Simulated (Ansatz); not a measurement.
Reactions of C6H5ClF2Hf, SMILES `[F][Hf]([F])([Cl])[c]1ccccc1`.

Program: Ansatz. Geometries: PBE0-D4/def2-TZVP. ΔE: electronic, gas phase. CCSD(T)/CBS is the MP2 limit (def2-TZVPP, def2-QZVPP) plus CCSD(T) − MP2 in def2-TZVPP, frozen cores. This one scheme is used for every species. DFT in def2-TZVPP. Elements past krypton have def2 core potentials. For Br, Hf, I, Zr outer-core shells are correlated without core-valence functions, which leaves a few kJ/mol of doubt a bond. Scalar relativity is left out up to krypton. One conformer a species, not always the lowest.

| reaction | CCSD(T)/CBS(def2) (kcal/mol) |
| --- | --- |
| `[F][Hf]([F])([Cl])[c]1ccccc1` + `[F][Zr]([F])([F])[Br]` → `[F][Hf]([F])([Cl])[Br]` + `[F][Zr]([F])([F])[c]1ccccc1` | 1.0 |
| `[F][Hf]([F])([Cl])[c]1ccccc1` + `CBr` → `[CH3][Hf]([F])([F])[Cl]` + `Brc1ccccc1` | -1.5 |
| `[F][Hf]([F])([Cl])[c]1ccccc1` + `[CH3][AlH][I]` → `[F][Hf]([F])([Cl])[I]` + `[CH3][AlH][c]1ccccc1` | ? |
| `[F][Hf]([F])([Cl])[c]1ccccc1` + H–F → `[F][Hf]([F])([F])[c]1ccccc1` + HCl | -3.1 |

**Question.** Fill in the missing values. (Best estimate.)

**Answer.** The calculation gave: `[F][Hf]([F])([Cl])[c]1ccccc1` + `[CH3][AlH][I]` → `[F][Hf]([F])([Cl])[I]` + `[CH3][AlH][c]1ccccc1`: -5.3 kcal/mol.

Largest T1 diagnostic: 0.016, for `[F][Zr]([F])([F])[Br]`.
